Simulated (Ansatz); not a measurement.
## Nudged elastic band run: CH4B2ClF

The input (input.yaml):

```yaml
crystal:
  periodic: [false, false, false]
  atoms:
    - { symbol: C, position_ang: [1.191792, -0.37798, 0.412625] }
    - { symbol: B, position_ang: [0.125401, 0.470315, -0.35866] }
    - { symbol: F, position_ang: [0.562067, 1.436156, -1.174506] }
    - { symbol: B, position_ang: [-1.558931, 0.246194, -0.190265] }
    - { symbol: Cl, position_ang: [-2.338858, -0.934415, -1.229037] }
    - { symbol: H, position_ang: [1.383204, 0.139182, 1.372136] }
    - { symbol: H, position_ang: [0.853176, -1.393265, 0.666143] }
    - { symbol: H, position_ang: [2.152723, -0.428334, -0.122686] }
    - { symbol: H, position_ang: [-2.281973, 0.795847, 0.607249] }
magnetization:
  spin_polarized: true
basis:
  gaussian: { orbitals: def2-SVP }
hamiltonian:
  xc: pbe0
  dispersion: d4
neb:
  order_check: false
  images: 5
  f_tol: 0.05
  max_iterations: 60
  final_atoms:
    - { symbol: C, position_ang: [1.19298794, -0.34458652, 0.427849] }
    - { symbol: B, position_ang: [0.13991948, 0.44834071, -0.41533077] }
    - { symbol: F, position_ang: [0.579304, 1.20637565, -1.42533499] }
    - { symbol: B, position_ang: [-1.54367263, 0.33650383, -0.15121004] }
    - { symbol: Cl, position_ang: [-2.39675962, -1.05416983, -0.79649564] }
    - { symbol: H, position_ang: [0.93298326, -0.41464592, 1.49554555] }
    - { symbol: H, position_ang: [1.18660773, -1.38390349, 0.04745839] }
    - { symbol: H, position_ang: [2.2161415, 0.04601993, 0.31901117] }
    - { symbol: H, position_ang: [-2.21891066, 1.11376563, 0.48150633] }
  initial_path:
    images:
      - { positions_ang: [[1.191792, -0.37798, 0.412625], [0.125401, 0.470315, -0.35866], [0.562067, 1.436156, -1.174506], [-1.558931, 0.246194, -0.190265], [-2.338858, -0.934415, -1.229037], [1.383204, 0.139182, 1.372136], [0.853176, -1.393265, 0.666143], [2.152723, -0.428334, -0.122686], [-2.281973, 0.795847, 0.607249]] }
      - { positions_ang: [[1.15249643, -0.3324294, 0.47732266], [0.06157345, 0.37149149, -0.40572189], [0.48001341, 1.23175077, -1.36245616], [-1.57053548, 0.11545333, -0.20769019], [-2.53219997, -0.53330469, -1.33155506], [1.18347437, 0.20505236, 1.43168705], [0.91421753, -1.35999751, 0.70243827], [2.12308818, -0.24304169, 0.0013452], [-1.72352692, 0.49872534, 0.67762911]] }
      - { positions_ang: [[1.11320086, -0.2868788, 0.54202033], [-0.0022541, 0.27266799, -0.45278378], [0.39795982, 1.02734554, -1.55040631], [-1.58213997, -0.01528734, -0.22511539], [-2.72554194, -0.13219438, -1.43407312], [0.98374474, 0.27092271, 1.4912381], [0.97525907, -1.32673001, 0.73873354], [2.09345337, -0.05774938, 0.1253764], [-1.16508085, 0.20160368, 0.74800923]] }
      - { positions_ang: [[1.07390529, -0.24132821, 0.60671799], [-0.06608165, 0.17384448, -0.49984567], [0.31590623, 0.8229403, -1.73835647], [-1.59374445, -0.14602801, -0.24254058], [-2.91888391, 0.26891593, -1.53659117], [0.7840151, 0.33679307, 1.55078914], [1.0363006, -1.29346252, 0.77502882], [2.06381855, 0.12754293, 0.24940759], [-0.60663477, -0.09551797, 0.81838934]] }
      - { positions_ang: [[1.1135995, -0.27574764, 0.547095], [0.0025854, 0.26534323, -0.47167404], [0.40370549, 0.95075209, -1.63401598], [-1.57705384, 0.01481593, -0.21209707], [-2.74484248, -0.17211266, -1.28989266], [0.83367116, 0.08631341, 1.53237461], [1.08640298, -1.32360951, 0.53250534], [2.11459287, 0.10036859, 0.27260879], [-1.14406007, 0.30757656, 0.70609501]] }
      - { positions_ang: [[1.15329372, -0.31016708, 0.487472], [0.07125244, 0.35684197, -0.4435024], [0.49150474, 1.07856387, -1.52967548], [-1.56036324, 0.17565988, -0.18165355], [-2.57080105, -0.61314124, -1.04319415], [0.88332721, -0.16416625, 1.51396008], [1.13650535, -1.3537565, 0.28998187], [2.16536719, 0.07319426, 0.29580998], [-1.68148536, 0.7106711, 0.59380067]] }
      - { positions_ang: [[1.19298794, -0.34458652, 0.427849], [0.13991948, 0.44834071, -0.41533077], [0.579304, 1.20637565, -1.42533499], [-1.54367263, 0.33650383, -0.15121004], [-2.39675962, -1.05416983, -0.79649564], [0.93298326, -0.41464592, 1.49554555], [1.18660773, -1.38390349, 0.04745839], [2.2161415, 0.04601993, 0.31901117], [-2.21891066, 1.11376563, 0.48150633]] }
```

Run as:

```bash
$ ansatz run input.yaml --threads 2 --pin off --max-ram 3072MiB --backend cpu --events-out ev --progress --plain --runs-dir out
```

Output, in part (warnings, iteration lines, the closing report on the highest movable image, with atoms numbered from 0):

```
NEB end point (image 0): max|allowed force component| = 1.982e-2 eV/Å (the criterion of neb.relax_end_points is 1.000e-2)
NEB end point (image 6): max|allowed force component| = 9.943e-3 eV/Å (the criterion of neb.relax_end_points is 1.000e-2)
NEB iter   1: max|band force component| = 1.025e1 eV/Å  barrier→ = 4.8458 eV  barrier← = 4.8483 eV  Δτ_max = 0.2000 Å  (314 SCF iters)
NEB iter   2: max|band force component| = 4.000e0 eV/Å  barrier→ = 3.1302 eV  barrier← = 3.1327 eV  Δτ_max = 0.2000 Å  (209 SCF iters)
NEB iter   3: max|band force component| = 3.100e0 eV/Å  barrier→ = 1.9950 eV  barrier← = 1.9975 eV  Δτ_max = 0.2000 Å  (168 SCF iters)
NEB iter   4: max|band force component| = 1.930e0 eV/Å  barrier→ = 1.2142 eV  barrier← = 1.2167 eV  Δτ_max = 0.1987 Å  (162 SCF iters)
NEB iter   5: max|band force component| = 1.329e0 eV/Å  barrier→ = 0.6659 eV  barrier← = 0.6684 eV  Δτ_max = 0.1921 Å  (165 SCF iters)
NEB iter   6: max|band force component| = 9.223e-1 eV/Å  barrier→ = 0.3770 eV  barrier← = 0.3795 eV  Δτ_max = 0.1873 Å  (163 SCF iters)
NEB iter   7: max|band force component| = 9.158e-1 eV/Å  barrier→ = 0.2609 eV  barrier← = 0.2634 eV  Δτ_max = 0.1571 Å  (158 SCF iters)
NEB iter   8: max|band force component| = 9.298e-1 eV/Å  barrier→ = 0.1867 eV  barrier← = 0.1892 eV  Δτ_max = 0.1982 Å  (158 SCF iters)
NEB iter   9: max|band force component| = 1.010e0 eV/Å  barrier→ = 0.1420 eV  barrier← = 0.1445 eV  Δτ_max = 0.1990 Å  (157 SCF iters)
NEB iter  10: max|band force component| = 9.444e-1 eV/Å  barrier→ = 0.0821 eV  barrier← = 0.0846 eV  Δτ_max = 0.2000 Å  (156 SCF iters)
NEB iter  11: max|band force component| = 9.078e-1 eV/Å  barrier→ = 0.0645 eV  barrier← = 0.0670 eV  Δτ_max = 0.2000 Å  (158 SCF iters)
NEB iter  12: max|band force component| = 1.111e0 eV/Å  barrier→ = 0.0674 eV  barrier← = 0.0699 eV  Δτ_max = 0.1997 Å  (155 SCF iters)
NEB iter  13: max|band force component| = 9.380e-1 eV/Å  barrier→ = 0.0321 eV  barrier← = 0.0346 eV  Δτ_max = 0.1999 Å  (157 SCF iters)
NEB iter  14: max|band force component| = 4.346e-1 eV/Å  barrier→ = 0.0234 eV  barrier← = 0.0259 eV  CI = image 3  Δτ_max = 0.1270 Å  (157 SCF iters)
NEB iter  15: max|band force component| = 2.318e-1 eV/Å  barrier→ = 0.0113 eV  barrier← = 0.0138 eV  CI = image 3  Δτ_max = 0.2000 Å  (161 SCF iters)
NEB iter  16: max|band force component| = 8.286e-1 eV/Å  barrier→ = 0.0357 eV  barrier← = 0.0382 eV  CI = image 4  Δτ_max = 0.1002 Å  (159 SCF iters)
NEB iter  17: max|band force component| = 3.960e-1 eV/Å  barrier→ = 0.0044 eV  barrier← = 0.0069 eV  CI = image 3  Δτ_max = 0.1939 Å  (159 SCF iters)
NEB iter  18: max|band force component| = 1.674e0 eV/Å  barrier→ = 0.3383 eV  barrier← = 0.3408 eV  CI = image 4  Δτ_max = 0.1007 Å  (159 SCF iters)
NEB iter  19: max|band force component| = 7.582e-1 eV/Å  barrier→ = 0.0788 eV  barrier← = 0.0813 eV  CI = image 4  Δτ_max = 0.2000 Å  (160 SCF iters)
NEB iter  20: max|band force component| = 3.539e-1 eV/Å  barrier→ = 0.0121 eV  barrier← = 0.0146 eV  CI = image 3  Δτ_max = 0.1995 Å  (155 SCF iters)
NEB iter  21: max|band force component| = 1.524e-1 eV/Å  barrier→ = 0.0046 eV  barrier← = 0.0071 eV  CI = image 2  Δτ_max = 0.0818 Å  (158 SCF iters)
NEB iter  22: max|band force component| = 7.064e-2 eV/Å  barrier→ = 0.0009 eV  barrier← = 0.0034 eV  CI = image 2  Δτ_max = 0.0490 Å  (160 SCF iters)
NEB iter  23: max|band force component| = 7.343e-2 eV/Å  barrier→ = 0.0001 eV  barrier← = 0.0026 eV  CI = image 2  Δτ_max = 0.0245 Å  (154 SCF iters)
NEB iter  24: max|band force component| = 2.319e-2 eV/Å  barrier→ = -0.0003 eV  barrier← = 0.0022 eV  CI = image 2  Δτ_max = 0.0000 Å  (296 SCF iters)
Total energy: -17678.76588306 eV, -649.6826631045 hartree
Atom 0 at     1.205414    -0.363266     0.383389 Å, force     0.007675    -0.020904     0.005272 eV/Å
Atom 1 at     0.128409     0.479726    -0.376714 Å, force    -0.017495     0.013391    -0.008579 eV/Å
Atom 2 at     0.538636     1.405266    -1.249650 Å, force     0.003878    -0.003413    -0.000572 eV/Å
Atom 3 at    -1.553765     0.274985    -0.151092 Å, force     0.000401    -0.007852    -0.003203 eV/Å
Atom 4 at    -2.336280    -1.055962    -0.985937 Å, force     0.000894     0.002219    -0.002606 eV/Å
Atom 5 at     1.210548    -0.064099     1.447263 Å, force    -0.004919     0.004975     0.003573 eV/Å
Atom 6 at     0.948291    -1.435192     0.376300 Å, force     0.002594     0.001373     0.001404 eV/Å
Atom 7 at     2.221739    -0.227579    -0.015724 Å, force     0.001706     0.006402    -0.002324 eV/Å
Atom 8 at    -2.274390     0.939822     0.555164 Å, force     0.005267     0.003808     0.007036 eV/Å
Dipole moment:     0.096199    -0.091565     0.226078 e Å
```

The forces met the threshold. The highest image is an end point: on this band no image between the ends rises above it.

Final band:

| image | path coordinate (Å) | energy (eV) |
| --- | --- | --- |
| 0 | 0.00 | 0.000 |
| 1 | 0.29 | -0.001 |
| 2 | 0.58 | 0.000 |
| 3 | 0.82 | -0.001 |
| 4 | 1.07 | -0.001 |
| 5 | 1.31 | -0.002 |
| 6 | 1.56 | -0.002 |

Time of the run: 11 min on 2 threads of Arm Neoverse N1, on a shared host, peak memory 0.28 GiB.
